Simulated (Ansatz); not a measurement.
Basis sets compared for `CC(=O)SCCCCc1c(F)c(F)c(F)c(F)c1F`. Total charge 0; singlet. Geometry PBE-D4/def2-SVP. Ansatz on 2 threads of AMD EPYC 7R13 on a shared host and a share (18 GiB) of an NVIDIA H100 80GB HBM3; times are rough, and most runs start from earlier orbitals.

```xyz
30

C    -2.738    1.968   -3.158
C    -1.551    1.118   -2.756
O    -1.636    0.008   -2.263
S     0.029    1.940   -3.052
C     1.141    0.669   -2.356
C     1.223    0.698   -0.831
C     2.168   -0.373   -0.280
C     2.213   -0.428    1.261
C     0.880   -0.769    1.880
C     0.012    0.224    2.362
F     0.382    1.515    2.309
C    -1.245   -0.083    2.909
F    -2.047    0.884    3.364
C    -1.663   -1.423    2.961
F    -2.857   -1.730    3.471
C    -0.821   -2.440    2.480
F    -1.218   -3.715    2.533
C     0.429   -2.098    1.941
F     1.216   -3.084    1.478
H    -3.609    1.311   -3.343
H    -2.520    2.585   -4.051
H    -2.988    2.657   -2.323
H     2.127    0.847   -2.830
H     0.756   -0.311   -2.707
H     1.543    1.705   -0.487
H     0.202    0.534   -0.429
H     1.866   -1.371   -0.665
H     3.200   -0.196   -0.654
H     2.955   -1.189    1.574
H     2.552    0.548    1.661
```

B3LYP takes the VWN-RPA correlation. Single mean-field runs in def2-TZVP are fitted with def2-universal-jkfit.

Binding counts from free atoms (C triplet, O triplet, S triplet, F doublet, H doublet) in the same basis, without a counterpoise term.

```tsv
level	functions	energy (Eh)	HOMO (eV)	LUMO (eV)	binding per atom (eV)	wall time
PBE-D4/def2-SVP	325	-1434.3475	-5.97	-1.54	4.93	7.5 s
B3LYP-D4/6-31G	197	-1436.2513	-7.05	-1.01	4.44	9.5 s
PBE0-D4/def2-SVP	325	-1434.4063	-7.27	-0.85	4.78	4.4 s
```

Q: Estimate the rows for PBE-D4/def2-TZVP, B3LYP-D4/def2-TZVP, PBE0-D4/def2-TZVP (with forces).

A: 
| level | functions | energy (Eh) | HOMO (eV) | LUMO (eV) | binding per atom (eV) | wall time |
| --- | --- | --- | --- | --- | --- | --- |
| PBE-D4/def2-TZVP | 661 | -1435.6769 | -6.12 | -1.76 | 4.84 | 8.5 s |
| B3LYP-D4/def2-TZVP | 661 | -1437.0113 | -7.14 | -1.09 | 4.62 | 7.5 s |
| PBE0-D4/def2-TZVP (with forces) | 661 | -1435.7293 | -7.35 | -0.88 | 4.70 | 8 s |
